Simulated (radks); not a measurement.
Si III, configuration [Ne] 3s2 (the NIST ground configuration). All-electron calculation, non-relativistic Kohn-Sham, BLYP, spin-unpolarised, spherical densities, point nucleus. Program: a radial shooting solver on a logarithmic mesh with Libxc functionals.

Normalised radial functions P(r) = r R(r), r in bohr:

```
   r/bohr * 1s, o 2p (the largest magnitude, 2.69, reaches the edge; | marks zero, & curves that meet)
 0.004042 o       *
 0.005138 o         *
 0.006479 o           *
 0.008237 o              *
  0.01047 o                  *
  0.01331 o                      *
  0.01679 o                           *
  0.02134 |o                               *
  0.02713 |o                                     *
  0.03449 | o                                         *
  0.04349 | o                                              *
  0.05529 |   o                                                *
  0.07029 |    o                                                 *
  0.08936 |       o                                             *
   0.1127 |          o                                     *
   0.1433 |             o                           *
   0.1821 |                 o             *
   0.2315 |                    *o
    0.292 |           *            o
   0.3712 |    *                     o
   0.4718 | *                       o
   0.5998 *                      o
   0.7564 *                 o
   0.9616 *           o
    1.222 *      o
    1.554 *  o
     1.96 *o
    2.491 &
    3.167 &
    4.026 &
    5.078 &
    6.455 &
```

1s: eigenvalue -1804.4 eV, 0 radial nodes, <r> = 0.112 bohr, 90 % of the charge inside 0.199 bohr. 2p: eigenvalue -116.96 eV, 0 radial nodes, <r> = 0.537 bohr, 90 % of the charge inside 0.902 bohr.
